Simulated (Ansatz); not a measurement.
Mulliken charges of CH₆NSbSi, SMILES `C=N[SiH2][SbH2]` from PBE/def2-TZVPP in Ansatz (PBE0-D4/def2-TZVP geometry).

```csv
atom,x (Å),y (Å),z (Å),charge (e)
C1,-1.279,0.259,-1.137,-0.046
N2,-0.842,-0.863,-0.781,-0.204
Si3,0.442,-1.170,0.357,0.202
Sb4,1.597,0.874,1.441,0.156
H5,-2.096,0.324,-1.865,0.097
H6,-0.893,1.220,-0.763,0.061
H7,1.477,-1.960,-0.358,-0.052
H8,-0.131,-2.007,1.443,-0.052
H9,0.086,1.618,1.742,-0.081
H10,1.723,1.655,-0.075,-0.081
```

Question: By hand: the dipole of these point charges (1 e Å = 4.8032 D).

Answer: Σ q r = (0.095, 0.111, 0.090) e Å, of length 0.172 e Å = 0.83 D.

Question: How does the dipole of the full density compare? (An estimate is asked.)

Answer: Ansatz gave: (-0.036, 0.206, -0.025) e Å, 1.01 D; the point charges give 0.82 times that, at 62° from its direction.

Point charges leave out the atoms' own dipoles, such as those of lone pairs, and Mulliken's split depends on the basis, so the two needn't agree.
